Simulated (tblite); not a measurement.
A structure optimised at GFN2-xTB (Å):
```
atom  x, y, z in Å
C1    -1.1907    1.7390    0.3741
C2    -0.4203    0.5502    0.1102
C3     0.2279   -0.4363   -0.1276
C4     0.9730   -1.6206   -0.3073
F5     1.1103   -2.4741    0.7496
C6     1.5168   -1.8781   -1.4725
O7     1.9557   -2.0113   -2.5410
H8    -2.1617    1.6780   -0.1166
H9    -0.6589    2.6165    0.0079
H10   -1.3431    1.8413    1.4478
```

Neutral, closed shell.

Task: Read off the bonds between heavy atoms and their formal orders.

Result: C1–C2 1.44 Å (single); C2–C3 1.20 Å (triple); C3–C4 1.41 Å (single); C4–F5 1.37 Å (single); C4–C6 1.31 Å (double); C6–O7 1.16 Å (double). Bonds to hydrogen (Å): C1–H8 1.09; C1–H9 1.09; C1–H10 1.09.

Task: Which species is it?

Result: `CC#CC(F)=C=O`, C5H3FO. Among its features: alkyne and C–F bond.

Task: Describe the place of each heavy atom.

Result: C1: propargylic carbon; C2: alkyne carbon; C3: alkyne carbon; C4: outer carbon of cumulated double bonds; F5: vinyl fluorine; C6: central carbon of a ketene; O7: oxygen bonded to C.

Task: What is the arrangement about C6?

Result: It has 2 neighbours (C4, O7) and is almost linear (angle 174.6°).

Task: What is the arrangement about C3?

Result: It has 2 neighbours (C2, C4) and is almost linear (angle 175.8°).

All values are computed, not measured.
